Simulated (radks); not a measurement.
All-electron atom: Cr II in [Ar] 3d4 5p1 (not the ground configuration).

Method: Dirac Kohn-Sham, PBE, spin-unpolarised, spherical densities, point nucleus; open shells fill j = l - 1/2 first; computed with a radial shooting solver on a logarithmic mesh with Libxc functionals.

Energy parts (eV):
part                      energy
total                 -28569.230
kinetic                28906.180
electron-nucleus      -67860.233
Hartree                11696.304
exchange-correlation   -1311.481

Orbitals (lengths in bohr, moments of r in powers of bohr; r(90%) holds 90 % of the orbital's charge):
orbital	occ.	eigenvalue (eV)	<r^4>	<r^2>	<1/r>	r(90%)	small-component weight
1s1/2	2	-5896.783	0.00007591	0.005432	23.88	0.113	7.42e-03
2s1/2	2	-684.1235	0.01806	0.1015	5.068	0.455	1.33e-03
2p1/2	2	-583.4347	0.01380	0.08200	5.007	0.424	1.31e-03
2p3/2	4	-574.7881	0.01432	0.08369	4.931	0.428	1.29e-03
3s1/2	2	-90.8678	1.403	0.9301	1.574	1.34	2.82e-04
3p1/2	2	-62.8824	1.986	1.065	1.448	1.47	2.46e-04
3p3/2	4	-61.8506	2.059	1.084	1.431	1.48	2.43e-04
3d3/2	4	-18.6969	9.441	1.962	1.082	2.12	1.49e-04
3d5/2	0	-18.6028	9.573	1.976	1.078	2.13	1.48e-04
5p1/2	1	-4.0595	5883	65.41	0.1716	10.7	8.42e-06
5p3/2	0	-4.0396	5959	65.82	0.1713	10.8	8.43e-06

The highest occupied level is 5p1/2 at -4.059 eV. The configuration is held as typed, so some empty levels lie below it. Summed over all electrons, <r^2> = 82.30 bohr^2, which gives a Langevin (diamagnetic) susceptibility term of -65.2 x 10^-6 cm^3/mol. The density falls to 0.001 e/bohr^3 at r = 3.24 bohr.
